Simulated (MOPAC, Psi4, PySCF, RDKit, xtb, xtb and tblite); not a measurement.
Two geometries of SMILES C=CCc1ccco1, relaxed at GFN2-xTB with one dihedral held; other torsions can differ between them too.

Structure A

```
16

C     -2.6144     0.8323     0.6157
C     -1.7946     0.3901    -0.3188
C     -1.0540    -0.9186    -0.2315
C     -0.1960    -1.1723    -1.4239
C      0.8143    -0.4473    -1.9849
C      1.2512    -1.1819    -3.1151
C      0.4756    -2.2965    -3.1566
O     -0.4035    -2.2990    -2.1384
H     -3.1311     1.7715     0.5217
H     -2.8029     0.2720     1.5172
H     -1.6215     0.9690    -1.2154
H     -1.7663    -1.7429    -0.1425
H     -0.4372    -0.9201     0.6733
H      1.2005     0.4889    -1.6364
H      2.0329    -0.9132    -3.7957
H      0.4491    -3.1303    -3.8294
```

Structure B

```
16

C      2.7221     0.8471     0.2943
C      1.8115     0.2442    -0.4456
C      0.9221    -0.8721     0.0449
C      0.4433    -0.6422     1.4388
C      0.8793    -1.1171     2.6404
C      0.0569    -0.5182     3.6273
C     -0.8138     0.2759     2.9516
O     -0.5884     0.2075     1.6278
H      3.3459     1.6311    -0.0993
H      2.8712     0.5893     1.3300
H      1.6821     0.5193    -1.4834
H      0.0573    -0.9585    -0.6163
H      1.4745    -1.8147     0.0121
H      1.6803    -1.8092     2.8036
H      0.1111    -0.6630     4.6868
H     -1.6108     0.9123     3.2809
```

Which is lower in energy at the level PBE0-D3(BJ)/def2-SVP // GFN2-xTB (Psi4), and by how much?

B is lower, by 5.48 kJ/mol (dihedral C1–C2–C3–C4: 180° in A, 40° in B).

E(B) − E(A) in kJ/mol at the other levels, on the same two geometries: GFN2-xTB (xtb and tblite) -1.25; MMFF94 // GFN2-xTB (RDKit) 2.99; PBE0/def2-SVP // GFN2-xTB (Psi4) -4.01; PBE/def2-SVP // GFN2-xTB (Psi4) -3.53; PBE-D3(BJ)/def2-SVP // GFN2-xTB (Psi4) -5.02; UFF // GFN2-xTB (RDKit) 3.90; PM3, restricted, heats of formation // GFN2-xTB (MOPAC) 2.64; AM1, restricted, heats of formation // GFN2-xTB (MOPAC) 4.63; GFN1-xTB // GFN2-xTB (xtb) -1.85; restricted B3LYP/6-31G*, spherical d, density fitting // GFN2-xTB (PySCF) -3.06; restricted B3LYP/3-21G // GFN2-xTB (PySCF) -2.68; restricted Hartree-Fock/3-21G // GFN2-xTB (PySCF) -3.45; restricted MP2 (frozen core)/6-31G*, spherical d // GFN2-xTB (PySCF) -5.73.
